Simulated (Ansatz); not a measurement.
GeSiH4F2, closed shell: at the end structure of a reaction step.

Input (in.yaml):

```yaml
crystal:
  periodic: [false, false, false]
  atoms:
    - {symbol: Ge, position_ang: [-0.943513, -0.152420, 0.890405]}
    - {symbol: Si, position_ang: [1.291118, 0.758708, -1.784987]}
    - {symbol: H, position_ang: [-0.635062, 0.561287, -0.456986]}
    - {symbol: F, position_ang: [2.173702, 0.743673, -0.439048]}
    - {symbol: F, position_ang: [1.232974, -0.816072, -2.100989]}
    - {symbol: H, position_ang: [-0.144290, -1.456514, 0.928516]}
    - {symbol: H, position_ang: [-2.450992, -0.426340, 0.939038]}
    - {symbol: H, position_ang: [-0.523938, 0.787679, 2.023949]}
basis:
  gaussian: {orbitals: def2-TZVPP}
hamiltonian: {xc: {name: r2SCAN0}, dispersion: d4}
```

Command:

```bash
ansatz run in.yaml --threads 4 --pin off --events-out ev --progress --plain --max-ram 9574MiB
```

What Ansatz 0.2.0 printed:

```
Functional definition: r2SCAN0
  name "r2SCAN0"
  cite "Bursch, Neugebauer, Ehlert & Grimme, J. Chem. Phys. 156, 134105 (2022) doi:10.1063/5.0086040"
  cite "Furness, Kaplan, Ning, Perdew & Sun, J. Phys. Chem. Lett. 11, 8208 (2020) doi:10.1021/acs.jpclett.0c02405"
  cite "Furness, Kaplan, Ning, Perdew & Sun, J. Phys. Chem. Lett. 11, 9248 (2020) doi:10.1021/acs.jpclett.0c03077"
  parent r2scan
  parameter a = 0.25
  parameter k0 = 0.174
  parameter k1 = 0.065
  parameter a1 = 4.9479
  exchange = (1 - a)*r2scan_x(k0 = k0, k1 = k1, a1 = a1) + a*exact_x
  correlation = r2scan_c
1240 factors; their error is unknown
mean field evaluation 1: about -69891.7198 eV, gradient 4.6e1 eV
mean field evaluation 2: about -69887.8073 eV, gradient 7.1e1 eV
mean field evaluation 4: about -69894.5874 eV, gradient 1.5e0 eV
mean field evaluation 8: about -69894.9012 eV, gradient 3.4e-2 eV
mean field -69894.90124895 eV, -2568.5902444332 hartree, gradient 3.6e-5 eV, S^2 0.000000; 0 other end points of the search recorded, 0 dependent functions left out
reference -69894.90125808 eV, -2568.5902447686 hartree; 34, 34 occupied and 174, 174 virtual orbitals, 1240 factors
Total energy: -69894.94432889 eV, -2568.5918275918 hartree
```

The lines “mean field evaluation” count trial sets of orbitals through the whole run, from several starts and some on an approximate energy, so they need not fall steadily or lie above the final value.

Hardware: 4 CPU threads of an Arm Neoverse V2, shared host. Wall time about 3 s.
